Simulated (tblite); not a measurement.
Compound: C8H17P.
Structure used (GFN2-xTB), in Å, numbered top down from 1:
```
atom  x, y, z in Å
C1     3.3560   -1.1988   -0.9772
C2     2.1600   -0.9427   -0.0684
C3     1.3465    0.2592   -0.5375
P4    -0.0304    0.6629    0.6511
C5    -0.7857    2.0478   -0.3454
C6    -2.0545    2.5817    0.3056
C7    -1.1964   -0.6739    0.1658
C8    -2.3536   -0.9831    1.0725
C9    -1.2149   -1.9413    0.9721
H10    4.0139   -0.3321   -0.9941
H11    3.0260   -1.3961   -1.9952
H12    3.9268   -2.0568   -0.6294
H13    1.5209   -1.8280   -0.0471
H14    2.5077   -0.7624    0.9516
H15    1.9930    1.1405   -0.5923
H16    0.9358    0.0781   -1.5361
H17   -0.0360    2.8422   -0.4040
H18   -0.9919    1.6988   -1.3621
H19   -2.8242    1.8136    0.3318
H20   -2.4396    3.4375   -0.2466
H21   -1.8518    2.8949    1.3277
H22   -1.3666   -0.7643   -0.9044
H23   -2.4507   -0.4113    1.9840
H24   -3.2985   -1.2520    0.6228
H25   -0.5441   -2.0157    1.8158
H26   -1.3687   -2.8761    0.4526
```

Computed with GFN2-xTB (tblite): harmonic, unscaled wavenumbers at the GFN2-xTB geometry, gas phase. The method is semi-empirical: single wavenumbers can be off by several per cent or more. One conformer, not necessarily the lowest.

Harmonic wavenumbers (cm⁻¹): 61.3, 65.7, 68.6, 76.4, 105.6, 150.5, 191.8, 228.5, 234.6, 235.5, 282.9, 286.9, 337.0, 405.1, 648.1, 692.1, 744.4, 755.5, 773.6, 810.3, 831.9, 855.1, 947.7, 958.7, 985.6, 995.9, 1005.7, 1014.2, 1044.4, 1070.2, 1070.7, 1072.1, 1083.2, 1088.4, 1116.2, 1155.5, 1212.7, 1215.6, 1222.2, 1229.7, 1257.7, 1271.4, 1329.3, 1340.2, 1409.4, 1415.3, 1435.6, 1444.1, 1451.5, 1480.4, 1495.2, 1498.0, 1503.0, 1504.0, 1506.5, 2916.3, 2924.2, 2938.3, 2946.8, 2966.5, 2971.1, 2982.8, 3014.8, 3026.8, 3028.5, 3030.0, 3035.6, 3037.0, 3074.0, 3075.3, 3078.0, 3094.1.

A = 1741, B = 879.3, C = 628.9 MHz; mass 144.107 u (most abundant isotopes); point group C1, symmetry number 1.

Problem. Zero-point energy?

Solution. Half the sum of the wavenumbers: 50406 cm⁻¹ = 144.12 kcal/mol.

Problem. Give the ideal-gas entropy at 500 K and 1 bar in the rigid-rotor, harmonic-oscillator model (classical rotation).

Solution. Translation 43.40, rotation 31.73, vibration 65.34: S = 140.5 cal/(mol K).

Problem. And Cp and H(500 K) − H(0)?

Solution. Cp = 71.67 cal/(mol K), of which vibrations give 63.72 (their classical limit is 72 R = 143.1); H(500 K) − H(0) = 20.35 kcal/mol without the zero-point energy, 16.38 from vibrations.

Problem. What must be added to the electronic energy to get the Gibbs energy at 500 K and 1 bar?

Solution. ZPE + [H(500 K) − H(0)] − T·S = 144.12 + 20.35 − 70.24 = 94.23 kcal/mol.

Problem. Blend soft modes into free rotors: weight 1/[1 + (100 cm⁻¹/ν̃)⁴] for the oscillator and the rest for a rotor with moment μB/(μ + B), μ = h/(8π²ν), B = 10⁻⁴⁴ kg m². What vibrational entropy results?

Solution. 59.81 cal/(mol K) in place of 65.34, which changes −T·S at 500 K by +2.77 kcal/mol.

Hindered rotation and anharmonicity are outside this model. Other conformers, if any are populated, would add a mixing term that is left out. The structure is chiral; the term R ln 2 for an equal mix with its mirror image is left out.
